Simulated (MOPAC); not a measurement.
MOPAC input (PM3):

```
PM3 PRECISE GNORM=0.05 LET XYZ GEO-OK AUX(PRECISION=9) THREADS=1
C4H8O

C    -0.98678700 1   -1.03445100 1   -0.57141900 1
C     0.23494300 1   -0.12708300 1   -0.53220200 1
C     1.51139700 1   -0.86176700 1   -0.09731100 1
C     0.03264500 1    1.07922700 1    0.35474200 1
O    -0.96096500 1    1.32087300 1    0.98859700 1
H    -1.18955200 1   -1.44910200 1    0.41713800 1
H    -1.87546200 1   -0.48709200 1   -0.88436900 1
H    -0.82499000 1   -1.86191600 1   -1.26379100 1
H     0.42112700 1    0.28673500 1   -1.53365600 1
H     1.74532700 1   -1.66297400 1   -0.79889900 1
H     2.37033800 1   -0.18884600 1   -0.05706700 1
H     1.38122400 1   -1.30610100 1    0.89168200 1
H     0.90652300 1    1.76675700 1    0.39732500 1
```

From the output:

```
                                                       MOPAC v23.2.5 Linux

          FINAL HEAT OF FORMATION =        -54.04745 KCAL/MOL =    -226.13451 KJ/MOL

          COSMO AREA              =        117.92 SQUARE ANGSTROMS
          COSMO VOLUME            =        106.24 CUBIC ANGSTROMS

          GRADIENT NORM           =          0.01836          =       0.00509 PER ATOM
          IONIZATION POTENTIAL    =         10.513775 EV
          HOMO LUMO ENERGIES (EV) =        -10.514  0.868
          NO. OF FILLED LEVELS    =         15
          MOLECULAR WEIGHT        =         72.1066         POINT GROUP:  C1

          MOLECULAR DIMENSIONS (Angstroms)

            Atom       Atom       Distance
            H    10    O     5     4.46492
            H    13    H     7     3.85452
            H     9    H    12     2.84029

          SCF CALCULATIONS        =         62

   ATOM   CHEMICAL          X               Y               Z
  NUMBER   SYMBOL      (ANGSTROMS)     (ANGSTROMS)     (ANGSTROMS)

     1       C         -0.95559164  *  -1.05616366  *  -0.54516282  *
     2       C          0.23374016  *  -0.11506588  *  -0.51459562  *
     3       C          1.49995131  *  -0.86680585  *  -0.13908978  *
     4       C          0.04838194  *   1.06321936  *   0.42365893  *
     5       O         -1.01370721  *   1.41436272  *   0.88062405  *
     6       H         -1.12756859  *  -1.52215311  *   0.43416845  *
     7       H         -1.87757851  *  -0.53056708  *  -0.82537617  *
     8       H         -0.79917435  *  -1.86408777  *  -1.27190498  *
     9       H          0.36655537  *   0.32805164  *  -1.53294735  *
    10       H          1.70238739  *  -1.67735147  *  -0.85131518  *
    11       H          2.37780949  *  -0.20703829  *  -0.13283111  *
    12       H          1.41920315  *  -1.32031941  *   0.85778612  *
    13       H          0.96468723  *   1.62456696  *   0.67587083  *

                             CARTESIAN COORDINATES

   1    C       -0.955591645    -1.056163660    -0.545162820
   2    C        0.233740164    -0.115065879    -0.514595615
   3    C        1.499951313    -0.866805851    -0.139089778
   4    C        0.048381935     1.063219364     0.423658932
   5    O       -1.013707211     1.414362723     0.880624055
   6    H       -1.127568587    -1.522153106     0.434168450
   7    H       -1.877578505    -0.530567082    -0.825376166
   8    H       -0.799174350    -1.864087774    -1.271904977
   9    H        0.366555366     0.328051638    -1.532947351
  10    H        1.702387386    -1.677351468    -0.851315179
  11    H        2.377809486    -0.207038289    -0.132831112
  12    H        1.419203149    -1.320319412     0.857786119
  13    H        0.964687229     1.624566963     0.675870833

           Empirical Formula: C4 H8 O  =    13 atoms

      MOLECULAR POINT GROUP   :   C1

                  EIGENVALUES
 -39.54362 -35.26198 -27.51368 -24.24869 -19.72261 -17.22878 -16.49681 -16.09516
 -14.30114 -13.89131 -13.40564 -13.29039 -12.65244 -12.19863 -10.51377   0.86763
   2.49182   3.32293   3.49313   3.58860   3.98261   4.10284   4.23099   4.33571
   4.61007   4.69213   4.79315   6.84534

              NET ATOMIC CHARGES AND DIPOLE CONTRIBUTIONS

  ATOM NO.   TYPE          CHARGE      No. of ELECS.   s-Pop       p-Pop
    1          C          -0.100308        4.1003     1.13663     2.96367
    2          C          -0.152348        4.1523     1.18636     2.96599
    3          C          -0.103852        4.1039     1.13937     2.96448
    4          C           0.277090        3.7229     1.20723     2.51568
    5          O          -0.310968        6.3110     1.86019     4.45078
    6          H           0.046226        0.9538     0.95377
    7          H           0.052962        0.9470     0.94704
    8          H           0.039929        0.9601     0.96007
    9          H           0.079101        0.9209     0.92090
   10          H           0.045892        0.9541     0.95411
   11          H           0.039779        0.9602     0.96022
   12          H           0.044484        0.9555     0.95552
   13          H           0.042013        0.9580     0.95799
 DIPOLE           X         Y         Z       TOTAL
 POINT-CHG.     1.705    -0.741    -0.876     2.055
 HYBRID         0.316    -0.135    -0.184     0.390
 SUM            2.021    -0.876    -1.060     2.445

          ATOMIC ORBITAL ELECTRON POPULATIONS

     Atom    s        px        py        pz
    1  C   1.13663   0.96722   0.98011   1.01634
    2  C   1.18636   0.97740   0.97918   1.00942
    3  C   1.13937   0.95449   0.99590   1.01410
    4  C   1.20723   0.90203   0.83602   0.77763
    5  O   1.86019   1.38618   1.63618   1.42842
    6  H   0.95377
    7  H   0.94704
    8  H   0.96007
    9  H   0.92090
   10  H   0.95411
   11  H   0.96022
   12  H   0.95552
   13  H   0.95799

 **********************
 *                    *
 * JOB ENDED NORMALLY *
 *                    *
 **********************

 == MOPAC DONE ==
```

The geometry given is a B3LYP-D3(BJ)/def2-TZVP minimum.
